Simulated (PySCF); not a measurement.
Correlation energy of Mo³⁺ (molybdenum, charge +3)

[Kr] 4d3, high-spin 4F determinant. Computed with PySCF 2.14 in ANO-RCC-VTZP, with the spin-free X2C one-electron Hamiltonian (Gaussian nucleus). Frozen: [Ar] 3d10; 11 electrons correlated.

```tsv
level	correlation energy (mhartree)
CCSD	-296.63
(T)	-5.82
CCSD(T)	-302.45
```

Diagnostics: T1 = 0.0034, D1 = 0.0084, largest double amplitude 0.032.

Problem. Is a single reference adequate?

Solution. Yes, within this model without spin-orbit coupling: T1 lies below 0.03 and no double amplitude reaches 0.07.
